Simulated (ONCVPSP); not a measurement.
Logarithmic derivatives: hydrogen (H), ONCV

H (Z = 1), optimised norm-conserving Vanderbilt (ONCV), made with ONCVPSP 4.0.1 (PBE, scalar-relativistic). Core none, reference 1s1. Waves: 1s: rc 0.90 bohr, ncon 4, nbas 7, qcut 9 1/bohr, 1 projector; p scattering state at 0.03 Ha: rc 0.95 bohr, ncon 4, nbas 7, qcut 9.1 1/bohr, 2 projectors, debl 2.2 Ha. Local part: polynomial inside 0.85 bohr (lpopt 5, dvloc0 6 Ha). Core correction: none.

The phase is arctan(r·R′/R) of the radial function R(r), unwrapped; energies in Ha, scanned from -2 to 5 Ha. A pole is an energy at which the radial function vanishes at the test radius. The pseudo phase is shifted by a multiple of π to meet the all-electron one at the reference energy, and phase errors are pseudo minus all-electron; the curves can meet again beyond the range given. Levels narrower than the energy grid can be missing from the lists of poles.

| channel | radius (bohr) | reference energy (Ha) | poles, all-electron | poles, pseudo | unbroken range about the reference energy with phases within 0.05 rad | phase error 1 Ha above the reference energy (rad) |
| --- | --- | --- | --- | --- | --- | --- |
| s | 0.91 | -0.24 | 3.40 | 3.59 | the whole range | +0.002 |
| p | 0.96 | 0.03 | none | none | the whole range | -0.000 |

Phases in the p channel:

```
E (Ha)  all-electron  pseudo
 -1.98         0.933   0.933
 -1.62         0.885   0.885
 -1.26         0.830   0.830
 -0.90         0.764   0.764
 -0.54         0.685   0.685
 -0.18         0.590   0.590
  0.18         0.475   0.475
  0.54         0.339   0.339
  0.90         0.179   0.179
  1.26         0.001   0.001
  1.62        -0.189  -0.189
  1.98        -0.376  -0.376
  2.34        -0.550  -0.550
  2.70        -0.704  -0.704
  3.06        -0.835  -0.835
  3.42        -0.944  -0.944
  3.78        -1.036  -1.036
  4.14        -1.112  -1.112
  4.50        -1.176  -1.176
  4.86        -1.231  -1.231
```
